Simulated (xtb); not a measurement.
xtb input (GFN1-xTB):

```bash
xtb mol.xyz --gfn 1 --opt tight --chrg 0 --uhf 0
```
mol.xyz:
```
15

C     -2.49988344    -0.45231130     0.22190572
C     -1.56046178     0.48783755     0.97452842
C     -1.62017798     1.91871453     0.44362457
N     -0.17765153    -0.02861790     1.01089645
B      0.73466763    -0.27245224    -0.00135234
Cl     2.34112027    -0.90873063     0.42904567
Cl     0.39557386     0.01388466    -1.71798368
H     -2.44923069    -1.46025258     0.63525297
H     -2.24155919    -0.50139607    -0.83515440
H     -3.52854706    -0.09728633     0.30508475
H     -1.88115621     0.50919345     2.01855898
H     -2.63663720     2.30663339     0.52987957
H     -1.32813803     1.96050197    -0.60493793
H     -0.95428644     2.56899537     1.01203513
H      0.14911642    -0.23686581     1.94136138
```

End of the output:

```
   6 C    7 N           1     1.4658522     1.4658522     1.4658522
   5 B   17 Cl          2     1.7632824     1.7665191     1.7600457

optimized geometry written to: xtbopt.xyz

           -------------------------------------------------
          | TOTAL ENERGY              -23.891401480694 Eh   |
          | GRADIENT NORM               0.000331425955 Eh/α |
          | HOMO-LUMO GAP               5.715714075081 eV   |
           -------------------------------------------------

------------------------------------------------------------------------
------------------------------------------------------------------------
 total:
 SCF:
 ANC optimizer:
```
